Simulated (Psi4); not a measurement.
tellurium hexafluoride (F6Te), singlet, geometry from GFN2-xTB (core potentials on Te); BLYP/def2-SVP (Psi4).

Psi4 was given this input:
```
memory 2 GB

molecule {
0 1
  F    -0.45314588   -1.29290688   -1.28881114
  Te   -0.00000000    0.00000000   -0.00000000
  F     1.81854678   -0.20347278   -0.43528149
  F     0.15978096   -1.35091604    1.29903018
  F    -0.15978096    1.35091604   -1.29903018
  F     0.45314588    1.29290688    1.28881114
  F    -1.81854678    0.20347278    0.43528149
}

set basis def2-svp

energy('blyp')
print_variables()
```

It wrote (shortened):

```
   => Loading Basis Set <=

    Name: DEF2-SVP
    Role: ORBITAL
    Keyword: BASIS

    !!!  WARNING: ECP capability is in beta. Please check occupations closely.  !!!

         ---------------------------------------------------------
                                   SCF
               by Justin Turney, Rob Parrish, Andy Simmonett
                          and Daniel G. A. Smith
                              RKS Reference
         ---------------------------------------------------------

  ==> Geometry <==

    Molecular point group: ci
    Full point group: Ih

    Geometry (in Angstrom), charge = 0, multiplicity = 1:

       Center              X                  Y                   Z               Mass
    ------------   -----------------  -----------------  -----------------  -----------------
         F           -0.453145880000    -1.292906880000    -1.288811140000    18.998403162730
         TE           0.000000000000     0.000000000000     0.000000000000   129.906222748000
         F            1.818546780000    -0.203472780000    -0.435281490000    18.998403162730
         F            0.159780960000    -1.350916040000     1.299030180000    18.998403162730
         F           -0.159780960000     1.350916040000    -1.299030180000    18.998403162730
         F            0.453145880000     1.292906880000     1.288811140000    18.998403162730
         F           -1.818546780000     0.203472780000     0.435281490000    18.998403162730

  Running in ci symmetry.

  Rotational constants: A =      0.06270  B =      0.06270  C =      0.06270 [cm^-1]
  Rotational constants: A =   1879.68165  B =   1879.68165  C =   1879.68164 [MHz]
  Nuclear repulsion =  592.155369882311447

  Charge       = 0
  Multiplicity = 1
  Electrons    = 78
  Nalpha       = 39
  Nbeta        = 39

  ==> Algorithm <==

  SCF Algorithm Type is DF.
  DIIS enabled.
  MOM disabled.
  Fractional occupation disabled.
  Guess Type is SAD.
  Energy threshold   = 1.00e-06
  Density threshold  = 1.00e-06
  Integral threshold = 1.00e-12

  ==> Primary Basis <==

  Basis Set: DEF2-SVP
    Blend: DEF2-SVP
    Number of shells: 46
    Number of basis functions: 110
    Number of Cartesian functions: 118
    Spherical Harmonics?: true
    Max angular momentum: 2

  Core potential: DEF2-SVP
    Number of shells: 4
    Number of ECP primitives: 18
    Number of ECP core electrons: 28
    Max angular momentum: 3

  ==> DFT Potential <==

   => LibXC <=

    Version 7.1.2
[...]
   @DF-RKS iter   3:  -866.45707295484851   -4.75917e-01   1.79882e-03 ADIIS/DIIS
   @DF-RKS iter   4:  -866.46353366364895   -6.46071e-03   7.91407e-04 ADIIS/DIIS
   @DF-RKS iter   5:  -866.46483078112976   -1.29712e-03   1.76823e-04 ADIIS/DIIS
   @DF-RKS iter   6:  -866.46490142010430   -7.06390e-05   1.07706e-05 DIIS
   @DF-RKS iter   7:  -866.46490131375629    1.06348e-07   1.25141e-05 DIIS
   @DF-RKS iter   8:  -866.46490165515479   -3.41399e-07   6.86672e-07 DIIS
  Energy and wave function converged.

  ==> Post-Iterations <==

   Electrons on quadrature grid:
      Ntotal   =   77.9999653899 ; deviation = -3.461e-05

    Orbital Energies [Eh]
    ---------------------

    Doubly Occupied:

[...]
    Virtual:

[...]
    Final Occupation by Irrep:
             Ag    Au
    DOCC [    21,   18 ]
    NA   [    21,   18 ]
    NB   [    21,   18 ]

  @DF-RKS Final Energy:  -866.46490165515479

   => Energetics <=

    Nuclear Repulsion Energy =            592.1553698823114473
    One-Electron Energy =               -2480.0778063787711289
    Two-Electron Energy =                1105.0436145945277531
    DFT Exchange-Correlation Energy =     -83.5860797532227338
    Empirical Dispersion Energy =           0.0000000000000000
    VV10 Nonlocal Energy =                  0.0000000000000000
    Total Energy =                       -866.4649016551547902

Computation Completed

Properties will be evaluated at   0.000000,   0.000000,   0.000000 [a0]

Properties computed using the SCF density matrix

 Multipole Moments:

 ------------------------------------------------------------------------------------
     Multipole            Electronic (a.u.)      Nuclear  (a.u.)        Total (a.u.)
 ------------------------------------------------------------------------------------

 L = 1.  Multiply by 2.5417464519 to convert [e a0] to [Debye]
 Dipole X            :          0.0000000            0.0000000            0.0000000
 Dipole Y            :          0.0000000            0.0000000            0.0000000
 Dipole Z            :          0.0000000           -0.0000000           -0.0000000
 Magnitude           :                                                    0.0000000

 ------------------------------------------------------------------------------------

  Variable Map:
  ----------------------------------------------------------------------------
[...]
  Array Variable Map:
  ----------------------------------------------------------------------------
[...]
[...]
```
